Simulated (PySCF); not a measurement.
C4H5 (SMILES C=[C]C=C), doublet, geometry from GFN2-xTB; PBE/3-21G (PySCF).

The PySCF input:
```python
from pyscf import gto, scf, dft

mol = gto.M(
    atom='''
C     0.846922    1.666202   -0.087472
C     0.098797    0.626242    0.042347
C    -0.689093   -0.455535    0.180704
C    -0.314503   -1.747230   -0.104834
H     1.478742    2.032736    0.712299
H     0.890577    2.241590   -1.004097
H    -1.695126   -0.277397    0.547122
H     0.671379   -1.971071   -0.469908
H    -0.998312   -2.563934    0.030112
''',
    basis='3-21g',
    charge=0,
    spin=1,
    verbose=4,
)

mf = dft.UKS(mol)
mf.xc = 'pbe'
mf.diis = False
mf.damp = 0.3
mf.diis_start_cycle = 200
mf.max_cycle = 150
mf.kernel()
```

The log (banner, timings and long lists left out):

```
PySCF version 2.14.0

[INPUT] verbose = 4
[INPUT] num. atoms = 9
[INPUT] num. electrons = 29
[INPUT] charge = 0
[INPUT] spin (= nelec alpha-beta = 2S) = 1
[INPUT] symmetry False subgroup None
[INPUT] Mole.unit = angstrom
[INPUT] Symbol           X                Y                Z      unit          X                Y                Z       unit  Magmom
[...]
nuclear repulsion = 96.6892875788786
number of shells = 30
number of NR pGTOs = 75
number of NR cGTOs = 46
basis = 3-21g
ecp = {}

******** <class 'pyscf.dft.uks.UKS'> ********
method = UKS
initial guess = minao
damping factor = 0.3
level_shift factor = 0
DIIS disabled
SCF conv_tol = 1e-09
SCF conv_tol_grad = None
SCF max_cycles = 150
direct_scf = True
direct_scf_tol = 1e-13
number electrons alpha = 15  beta = 14
XC library pyscf.dft.libxc version 7.1.2
    S. Lehtola, C. Steigemann, M. J. T. Oliveira, and M. A. L. Marques,  SoftwareX 7, 1–5 (2018)
XC functionals = pbe
    J. P. Perdew, K. Burke, and M. Ernzerhof,  Phys. Rev. Lett. 77, 3865 (1996)
    J. P. Perdew, K. Burke, and M. Ernzerhof,  Phys. Rev. Lett. 78, 1396 (1997)
    J. P. Perdew, K. Burke, and M. Ernzerhof,  Phys. Rev. Lett. 77, 3865 (1996)
    J. P. Perdew, K. Burke, and M. Ernzerhof,  Phys. Rev. Lett. 78, 1396 (1997)
radial grids:
    Treutler-Ahlrichs [JCP 102, 346 (1995); DOI:10.1063/1.469408] (M4) radial grids

becke partition: Becke, JCP 88, 2547 (1988); DOI:10.1063/1.454033
pruning grids: <function nwchem_prune>
grids dens level: 3
symmetrized grids: False
atomic radii adjust function: <function treutler_atomic_radii_adjust>
small_rho_cutoff = 0
Set gradient conv threshold to 3.16228e-05
tot grids = 105512
init E= -154.503245846051

cycle= 1 E= -154.219347848519  delta_E= 0.284  |g|= 0.243  |ddm|= 2.18
cycle= 2 E= -154.239203876551  delta_E= -0.0199  |g|= 0.164  |ddm|= 0.453
cycle= 3 E= -154.232704824231  delta_E= 0.0065  |g|= 0.193  |ddm|= 0.357
cycle= 4 E= -154.205933599448  delta_E= 0.0268  |g|= 0.29  |ddm|= 0.506
cycle= 5 E= -154.145084567502  delta_E= 0.0608  |g|= 0.426  |ddm|= 0.785
cycle= 6 E= -154.00111126835  delta_E= 0.144  |g|= 0.668  |ddm|= 1.18
cycle= 7 E= -153.75167996614  delta_E= 0.249  |g|= 0.887  |ddm|= 1.73
cycle= 8 E= -153.288961149765  delta_E= 0.463  |g|= 1.29  |ddm|= 2.34
cycle= 9 E= -152.910483779431  delta_E= 0.378  |g|= 1.41  |ddm|= 3.16
cycle= 10 E= -152.443722240118  delta_E= 0.467  |g|= 1.74  |ddm|= 3.61
cycle= 11 E= -152.327762881658  delta_E= 0.116  |g|= 1.68  |ddm|= 4.28
[...]
cycle= 118 E= -116.607154955883  delta_E= 4.34  |g|=  4.7  |ddm|= 39.5
cycle= 119 E= -120.948619253909  delta_E= -4.34  |g|=  4.5  |ddm|= 39.5
cycle= 120 E= -116.607154955884  delta_E= 4.34  |g|=  4.7  |ddm|= 39.5
cycle= 121 E= -120.948619253909  delta_E= -4.34  |g|=  4.5  |ddm|= 39.5
cycle= 122 E= -116.607154955884  delta_E= 4.34  |g|=  4.7  |ddm|= 39.5
cycle= 123 E= -120.948619253909  delta_E= -4.34  |g|=  4.5  |ddm|= 39.5
cycle= 124 E= -116.607154955883  delta_E= 4.34  |g|=  4.7  |ddm|= 39.5
cycle= 125 E= -120.94861925391  delta_E= -4.34  |g|=  4.5  |ddm|= 39.5
cycle= 126 E= -116.607154955884  delta_E= 4.34  |g|=  4.7  |ddm|= 39.5
cycle= 127 E= -120.94861925391  delta_E= -4.34  |g|=  4.5  |ddm|= 39.5
cycle= 128 E= -116.607154955883  delta_E= 4.34  |g|=  4.7  |ddm|= 39.5
cycle= 129 E= -120.948619253909  delta_E= -4.34  |g|=  4.5  |ddm|= 39.5
cycle= 130 E= -116.607154955884  delta_E= 4.34  |g|=  4.7  |ddm|= 39.5
cycle= 131 E= -120.948619253909  delta_E= -4.34  |g|=  4.5  |ddm|= 39.5
cycle= 132 E= -116.607154955883  delta_E= 4.34  |g|=  4.7  |ddm|= 39.5
cycle= 133 E= -120.94861925391  delta_E= -4.34  |g|=  4.5  |ddm|= 39.5
cycle= 134 E= -116.607154955884  delta_E= 4.34  |g|=  4.7  |ddm|= 39.5
cycle= 135 E= -120.948619253909  delta_E= -4.34  |g|=  4.5  |ddm|= 39.5
cycle= 136 E= -116.607154955883  delta_E= 4.34  |g|=  4.7  |ddm|= 39.5
cycle= 137 E= -120.94861925391  delta_E= -4.34  |g|=  4.5  |ddm|= 39.5
cycle= 138 E= -116.607154955883  delta_E= 4.34  |g|=  4.7  |ddm|= 39.5
cycle= 139 E= -120.948619253908  delta_E= -4.34  |g|=  4.5  |ddm|= 39.5
cycle= 140 E= -116.607154955882  delta_E= 4.34  |g|=  4.7  |ddm|= 39.5
cycle= 141 E= -120.948619253909  delta_E= -4.34  |g|=  4.5  |ddm|= 39.5
cycle= 142 E= -116.607154955885  delta_E= 4.34  |g|=  4.7  |ddm|= 39.5
cycle= 143 E= -120.948619253909  delta_E= -4.34  |g|=  4.5  |ddm|= 39.5
cycle= 144 E= -116.607154955884  delta_E= 4.34  |g|=  4.7  |ddm|= 39.5
cycle= 145 E= -120.94861925391  delta_E= -4.34  |g|=  4.5  |ddm|= 39.5
cycle= 146 E= -116.607154955883  delta_E= 4.34  |g|=  4.7  |ddm|= 39.5
cycle= 147 E= -120.948619253909  delta_E= -4.34  |g|=  4.5  |ddm|= 39.5
cycle= 148 E= -116.607154955886  delta_E= 4.34  |g|=  4.7  |ddm|= 39.5
cycle= 149 E= -120.94861925391  delta_E= -4.34  |g|=  4.5  |ddm|= 39.5
cycle= 150 E= -116.607154955883  delta_E= 4.34  |g|=  4.7  |ddm|= 39.5
SCF not converged.
SCF energy = -116.607154955883 after 150 cycles  <S^2> = 0.75006797  2S+1 = 2.000068
```

The run did not converge; its last values are not results.
